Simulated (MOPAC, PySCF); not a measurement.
H$_{5}$NSi, SMILES `N[SiH3]`, neutral singlet in the gas phase. 

Cartesian coordinates (Å):
SMILES: N[SiH3]
```xyz
7

N      1.0393    -0.0524    -0.1736
Si    -0.6615     0.0438     0.0236
H      1.6378     0.7138     0.0844
H      1.5217    -0.9331    -0.1136
H     -1.2771    -1.0452    -0.7649
H     -1.1073     1.3624    -0.4754
H     -1.1529    -0.0894     1.4195
```
Charge 0, spin multiplicity 1.

All levels are single points at this geometry (CAM-B3LYP-D3(BJ)/def2-TZVP); Pople sets use spherical d functions. Orbital energies aren't observables, and empty levels follow the basis.

HF/3-21G in PySCF gives dipole (D) = 1.38.

### Question
Estimate the dipole (D) from each of these levels: CAM-B3LYP-D3(BJ)/def2-TZVP in PySCF; PBE-D3(BJ)/def2-TZVP in PySCF; TPSSh-D3(BJ)/def2-TZVP in PySCF; B3LYP/6-311+G** in PySCF; B3LYP/6-31G* in PySCF; BP86/6-31G* in PySCF; M06-2X/6-31G* in PySCF; SVWN5/6-31G* in PySCF; HF/6-31G* in PySCF; AM1 in MOPAC; PM3 in MOPAC; PM6 in MOPAC.

### Answer

| level | dipole (D) |
|---|---|
| CAM-B3LYP-D3(BJ)/def2-TZVP in PySCF | 1.33 |
| PBE-D3(BJ)/def2-TZVP in PySCF | 1.37 |
| TPSSh-D3(BJ)/def2-TZVP in PySCF | 1.36 |
| B3LYP/6-311+G** in PySCF | 1.17 |
| B3LYP/6-31G* in PySCF | 1.40 |
| BP86/6-31G* in PySCF | 1.46 |
| M06-2X/6-31G* in PySCF | 1.36 |
| SVWN5/6-31G* in PySCF | 1.47 |
| HF/6-31G* in PySCF | 1.37 |
| AM1 in MOPAC | 0.95 |
| PM3 in MOPAC | 0.81 |
| PM6 in MOPAC | 1.77 |
